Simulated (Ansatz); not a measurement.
**Ansatz input wanted**

BBrCl2 has 4 atoms, charge 0, and is taken as a singlet. SMILES: `ClB(Cl)Br`. Geometry: relaxed at PBE0-D4/def2-TZVP.

```tsv
atom	x (Å)	y (Å)	z (Å)
Cl	0.5821	0.6660	1.5108
B	0.0372	-0.0381	0.0221
Cl	0.4443	-1.6792	-0.3656
Br	-1.0081	0.9911	-1.1876
```

Settings wanted:

* basis set: 6-31G*
* core potential: none
* task: gradient
* method: DFT
* functional: B3LYP
* dispersion: none
* reference: RKS
* accuracy: high
* d and f functions: Cartesian

Task: Write the Ansatz 0.2.0 input and the command.

Result: One that was run (others would do as well):

job.yaml:
```yaml
crystal:
  periodic: [false, false, false]
  atoms:
    - {symbol: Cl, position_ang: [0.582100, 0.666000, 1.510800]}
    - {symbol: B, position_ang: [0.037200, -0.038100, 0.022100]}
    - {symbol: Cl, position_ang: [0.444300, -1.679200, -0.365600]}
    - {symbol: Br, position_ang: [-1.008100, 0.991100, -1.187600]}
basis:
  gaussian: {orbitals: "6-31G*"}
output: {forces: true, orbitals: {seedname: orbitals}}
accuracy: high
hamiltonian: {xc: {name: B3LYP}}
```

```bash
$ ansatz run job.yaml --threads 1 --pin off --max-ram 2610MiB --events-out events.jsonl --progress --plain --runs-dir runs
```

Calculated total energy: -3519.24114 Eh, largest force 0.474 eV/Å.
